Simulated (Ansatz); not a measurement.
`F[SiH2]C[SiH2]F` + HCl → `F[SiH2]Cl` + `C[SiH2]F` at 600 K and 1 bar (ligand exchange at the Si–C bond).

Program: Ansatz. Geometries: PBE0-D4/def2-TZVP. ΔE: electronic, gas phase. CCSD(T)/CBS adds triple-zeta CCSD(T) − MP2 to the extrapolated MP2 energy (def2 sets, frozen cores). This one scheme is used for every species. Each species was taken in one conformer, which may not be the lowest.

```
          species  CCSD(T)/CBS energy (Eh)  H − E (kJ/mol)  S (J/(mol·K))
`F[SiH2]C[SiH2]F`               -819.54869           243.6          464.4
              HCl               -460.38127            35.4          207.2
      `F[SiH2]Cl`               -849.96195            91.2          329.4
       `C[SiH2]F`               -430.00374           191.4          351.0
```

H − E and S are ideal-gas, rigid-rotor, harmonic terms from PBE0-D4/def2-TZVP, for one conformer and one mirror image of each species. 1 Eh = 2625.50 kJ/mol, R = 8.31446 J/(mol·K).

Question: By hand: ΔE, ΔH, ΔS and ΔG.

Answer: ΔE = (-849.96195) + (-430.00374) − (-819.54869) − (-460.38127) = -0.03573 Eh = -93.8 kJ/mol. Δ(H − E) = 91.2 + 191.4 − 243.6 − 35.4 = 3.6, so ΔH = -90.2 kJ/mol. ΔS = 329.4 + 351.0 − 464.4 − 207.2 = 8.8 J/(mol·K). ΔG = -90.2 − 600 × (8.8)/1000 = -95.5 kJ/mol.

Question: By hand: the equilibrium constant, and the temperature at which ΔG would vanish if ΔH and ΔS stayed fixed.

Answer: log₁₀ K = −ΔG/(RT ln 10) = 8.3. ΔH and −TΔS have one sign here, so there is no such temperature.

The number of gas molecules stays the same, so ΔS is small and ΔH decides. A doubt of 5 kJ/mol in ΔE shifts log₁₀ K by 0.4 here. Other conformers and mirror images would add mixing entropy, several J/(mol·K) or more a flexible species. Modes under 60 cm⁻¹, often nearly free rotors, make the harmonic entropy too high. These are equilibria of isolated gas molecules and say nothing of rates. Largest T1 diagnostic: 0.011 (customary marks: 0.02 for closed shells, 0.045 for open ones).

ΔS is within the doubt of such terms, so its sign, and with it that verdict, could turn.
